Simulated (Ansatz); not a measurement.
`CB1O[SiH2]1`, charge 0, multiplicity 1.

Question: Give a relaxed structure at PBE0-D4/def2-TZVP (Ansatz 0.2.0). (Estimate.)

Answer: Ansatz gave: 
Z-matrix (Å, degrees):
```
C
B 1 1.546
H 1 1.093 2 112.2
H 1 1.094 2 110.2 3 -121.6
H 1 1.094 2 110.2 3 121.6
O 2 1.346 1 133.7 3 -0.1
Si 2 1.908 1 164.1 3 -179.9
H 7 1.484 2 124.7 1 95.6
H 7 1.484 2 124.7 1 -95.8
```
Point group Cs.
This is one stationary point; other conformers may exist.
